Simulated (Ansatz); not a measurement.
System: sum formula CuO₂H₂ (charge 0, doublet). The spin state was set by rule; other spins were not relaxed. SMILES: [Cu]([OH])[OH]
Structure (B3LYP-D3(BJ)/def2-TZVP (Ansatz, a quantum-chemistry and plane-wave program) minimum search):
```xyz
5

Cu    -0.0005    -0.0017    -0.0011
O      1.3694     0.1708    -1.0828
H      1.9453     0.9295    -0.9338
O     -1.4120    -0.3191     0.9906
H     -1.5905     0.3068     1.7020
```
Charge 0, spin multiplicity 2.

Property: atomisation energy (electronic, to ground-state atoms), in kcal/mol. Valence correlation only, unless marked. UHF or UKS for open shells. Spin-orbit coupling is left out. The frozen core is the preceding noble-gas configuration, with the filled d and f shells of earlier blocks. No relativistic terms.  The program attaches cautions to a run behind BHLYP-D4/def2-TZVPD: asymmetric forces.

| level | program | atomisation energy (kcal/mol) |
|---|---|---|
| SVWN5/def2-TZVPD | Ansatz | 435.4 |
| PBE0/STO-3G | Ansatz | 385.1 |
| PBE0/def2-TZVP | Ansatz | 341.8 |
| BHLYP-D4/def2-TZVPD | Ansatz + dftd4 | 323.9 |
| B2GP-PLYP-D4/def2-TZVPD | Ansatz + dftd4 | 332.6 |
| MP2/STO-3G | Ansatz | 254.8 |

The Hartree-Fock reference is unstable (checked in the largest basis), which strains HF and MP2. The T1 diagnostic of CCSD in the largest basis is 0.049, which is high, so the coupled-cluster rows are less sure than usual.
